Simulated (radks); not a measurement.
Results of a calculation; reference values are marked as such.
Excited configurations of Au IV: one electron is placed in a higher orbital outside [Xe] 4f14 5d7. The ground configuration is [Xe] 4f14 5d8. Level of theory: scalar-relativistic Kohn-Sham, PBE, spin-polarised, spherical densities, finite nucleus; open shells are filled with parallel spins first (spin-orbit coupling, left out, can overturn this in heavy ions); Fermi nuclear charge, rms radius 5.4371 fm (a radial shooting solver on a logarithmic mesh with Libxc functionals). Excitation = E - E(ground); binding = E(ion) - E, where the ion is the core of charge +4; n* = 4/sqrt(2 binding) in atomic units, and the quantum defect is n - n*.

outer orbital	excitation (eV)	binding (eV)	quantum defect	eigenvalue (eV)	<r> (bohr)
5f	30.995	15.662	1.272	-12.716	3.554
6p	16.552	30.105	3.311	-26.254	2.684
6d	27.696	18.961	2.612	-16.419	3.782
7s	27.344	19.312	3.643	-17.336	4.415
7d	35.158	11.498	2.649	-10.182	6.686

The Delta-SCF ionisation energy is 46.657 eV (NIST Atomic Spectra Database: 45 eV, theoretical). Self-interaction in the functional shifts the binding energies and quantum defects, so they are the method's values and not measured ones. Open shells are spherical and high-spin; term and fine-structure splittings are not resolved. Spin-orbit splitting is averaged out at the scalar-relativistic level.
